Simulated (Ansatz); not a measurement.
`O=C=N[SiH](N=C=O)N=C=O` → 3 C• + H• + 3 N• + 3 O• + Si•  (atomization)

Calculated with Ansatz (gas phase, PBE0-D4/def2-TZVP geometries, no zero-point term in ΔE). CCSD(T)/CBS is the MP2 limit (def2-TZVPP, def2-QZVPP) plus CCSD(T) − MP2 in def2-TZVPP, frozen cores. This one scheme is used for every species, atoms too. No spin–orbit coupling; open shells (•) take unrestricted orbitals. Spin–orbit coupling would lower the free atoms: a little for C, O, Si. One conformer a species, not always the lowest.

| species | CCSD(T)/CBS(def2) energy (Eh) |
| --- | --- |
| `O=C=N[SiH](N=C=O)N=C=O` | -793.58299 |
| C• | -37.79194 |
| H• | -0.50000 |
| N• | -54.53257 |
| O• | -75.00631 |
| Si• | -288.94402 |

Question: Work out ΔE.

Answer: ΔE = 3 × (-37.79194) + 3 × (-54.53257) + 3 × (-75.00631) + (-0.50000) + (-288.94402) − (-793.58299) = 2.14651 Eh = +5635.7 kJ/mol.

Largest T1 diagnostic among the species: 0.017.

In def2-TZVPP, CCSD(T) changes the Hartree–Fock value by +1829.6 kJ/mol (the triples alone add +173.9 kJ/mol) and MP2 by +2154.9 kJ/mol; breaking electron pairs costs correlation energy, which Hartree–Fock lacks. At CCSD(T), def2-SVP lies −362.8 kJ/mol from the extrapolated value and def2-TZVPP −205.5 kJ/mol: correlation converges slowly with the basis, and small sets miss more of it in the bonded molecule than in its fragments. From r2SCAN to r2SCAN0 (25 % exact exchange), in def2-TZVPP and without D4, ΔE moves by −238.1 kJ/mol: exact exchange takes away binding that semilocal exchange gives to molecules.

For atomizations the MP2-based limit and the directly extrapolated one differ by several kJ/mol either way, and by 10 to 25 for some Ge, Se and Sn compounds, so smaller differences from it don't rank the levels.
